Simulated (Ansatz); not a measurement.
Geometry optimisation, RKS B3LYP/def2-SVP (Ansatz).

Input:

```yaml
crystal:
  periodic: [false, false, false]
  atoms:
    - { symbol: Ga, position_ang: [0.0, 0.0, 0.0] }
    - { symbol: "N", position_ang: [0.0, 0.0, 1.93] }
    - { symbol: H, position_ang: [-0.877, -0.2713, 2.46] }
    - { symbol: H, position_ang: [0.877, 0.2713, 2.46] }
    - { symbol: O, position_ang: [1.5501, 0.0, -0.895] }
    - { symbol: H, position_ang: [1.85, -0.9519, -1.0499] }
    - { symbol: H, position_ang: [-1.3596, 0.0, -0.785] }
basis:
  gaussian: { orbitals: def2-SVP }
hamiltonian:
  xc: b3lyp
relax:
  f_tol: 0.02
  max_steps: 40
output:
  orbitals: {}
```

Launched with:

```bash
$ ansatz run input.yaml --threads 1 --pin off --max-ram 2048MiB --backend cpu --events-out ev --progress --plain --runs-dir out
```

Problem. Where does it end, and by what steps?

Solution. The forces met the threshold. After 10 steps the energy has fallen by 0.514 eV; H6 moved furthest, 0.66 Å.

```tsv
step	energy less start (eV)	largest force component (eV/Å)	accepted
0	0.0000	1.979	yes
1	-0.2814	1.339	yes
2	-0.3400	0.985	yes
3	-0.3668	0.616	yes
4	-0.3893	0.377	yes
5	-0.3230	2.049	no
6	-0.4208	0.408	yes
7	-0.4463	0.449	yes
8	-0.4873	0.467	yes
9	-0.5132	0.090	yes
10	-0.5138	0.014	yes
```

```xyz
7
Properties=species:S:1:pos:R:3
Ga 0.000 -0.173 0.104
N -0.029 0.034 1.903
H -0.872 0.148 2.453
H 0.809 0.049 2.474
O 1.672 -0.346 -0.531
H 1.729 -0.467 -1.486
H -1.271 -0.197 -0.798
```

Whether the end is a true minimum wasn't checked by a vibrational analysis.

Time of the run: 31 s on 1 thread of Arm Neoverse V2 (shared host), peak memory 0.15 GiB.
